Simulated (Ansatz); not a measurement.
# One elementary step

Start structure (CH₆GeO, singlet), relaxed at PBE0-D4/def2-TZVP:

Ge1  (-1.014, -1.159, 1.159)
H2  (-0.118, -0.477, -1.174)
O3  (0.395, -0.482, -0.360)
C4  (0.950, 0.812, -0.126)
H5  (-1.954, 0.042, 0.651)
H6  (-1.554, -2.120, 0.001)
H7  (0.164, 1.570, -0.075)
H8  (1.669, 1.056, -0.911)
H9  (1.461, 0.759, 0.834)
(Å)

The step: CH₆GeO ([CH3][OH][GeH2]) → CH₄GeO ([CH3][O][GeH]) + H₂; bonds formed: H2–H5; dative contacts that become bonds: Ge1–O3; bonds broken: Ge1–H5, H2–O3. Ansatz 0.2.0; basis: def2-TZVPP and def2-QZVPP; cores frozen in the correlated methods. Filled d shells of the heavier atoms are correlated. The def2 sets are not built for correlating such inner shells, so the correlated values are less sure here. Extrapolation: Hartree–Fock as exp(−7.88 √X), correlation as X^−2.97. Energies below are by CCSD(T) at an estimated basis limit (MP2 extrapolated from triple and quadruple zeta, plus CCSD(T) − MP2 in triple zeta).

Q: What are the electronic barrier and the energy of the step, from the start structure to the end structure? (To be estimated.)

A: By the calculation: Barrier 24.46 kcal/mol; step energy -0.74 kcal/mol (downhill); reverse barrier, their difference, 25.20 kcal/mol. Barrier and step energy count from the start structure, the reverse barrier from the end structure.

The saddle point: One imaginary mode of 1221i cm⁻¹.
```tsv
pair	start (Å)	saddle (Å)	end (Å)
Ge1–O3	2.18	1.99	1.79
H2–H5	2.64	0.96	0.75
Ge1–H5	1.61	1.85	2.69
H2–O3	0.96	1.36	3.28
```

Zero-point energy (harmonic, PBE0-D4): ZPE is 42.20 kcal/mol at the start and 39.20 kcal/mol at the saddle, so the barrier goes from 24.46 to 21.46 kcal/mol.

First-order rate constant out of the start structure at 698 K by transition-state theory, with harmonic vibrational free energies alone and no tunnelling: ΔA‡ = 23.91 kcal/mol, so k = (kB T/h) exp(−ΔA‡/kB T) ≈ 10^6 s⁻¹ (an order of magnitude at best: rotation, the number of equivalent paths and anharmonicity are left out).

No T1 diagnostic of these runs exceeds 0.016.

Labels in which every atom is bracketed show which atoms are joined, not bond orders.

For scale, one of the runs: CCSD(T)/def2-TZVPP, 194 basis functions, launched by `ansatz run in.yaml --threads 4 --pin off --events-out ev --progress --plain --max-ram 9574MiB`. Hardware: 4 CPU threads of an Arm Neoverse V1, shared host. Wall time 53 s; peak host memory 2.3 GiB.
